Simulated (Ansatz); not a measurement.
Breaking a bond: GaSi (cation, charge +1), lowest singlet found (which spin is the ground state isn't settled by this scan).

- RKS-PBE = restricted PBE/aug-cc-pVDZ run with Ansatz (a quantum-chemistry and plane-wave program)
- FCI = Ansatz with full CI/aug-cc-pVDZ, cores with 3d frozen

Energies relative to the lowest point of each curve between 2.78 and 3.73 Å, where full CI is lowest, in kcal/mol; the last columns give the error against full CI:

```csv
R / Å,RKS-PBE,FCI,RKS-PBE − FCI
2.78,3.9,3.7,0.3
2.95,0.9,0.8,0.0
3.13,0.0,0.0,0.0
3.43,1.6,1.5,0.2
3.73,5.0,4.6,0.4
4.15,10.2,9.8,0.4
4.56,14.6,14.3,0.3
5.09,18.9,18.7,0.2
5.87,22.6,22.5,0.1
6.71,24.1,24.3,-0.3
7.89,24.2,25.4,-1.1
```

RKS-PBE is furthest from FCI at 7.89 (-1.1 kcal/mol, below); its mean absolute error over the points is 0.3 kcal/mol.

The scan ran from 1.67 to 7.89 Å; beyond the distances shown full CI changes its symmetry label. The restricted form behind RKS-PBE keeps the bonding electrons paired and can't separate into open-shell fragments. Also computed but left out beside FCI, since their determinant holds another spin at the minimum (<S²> over 0.7 above the pure value): UHF, UMP2, UCCSD, UCCSD(T), UKS-BLYP, UKS-PBE, UKS-B3LYP/6-31G*, UMP2/3-21G, UHF/3-21G.
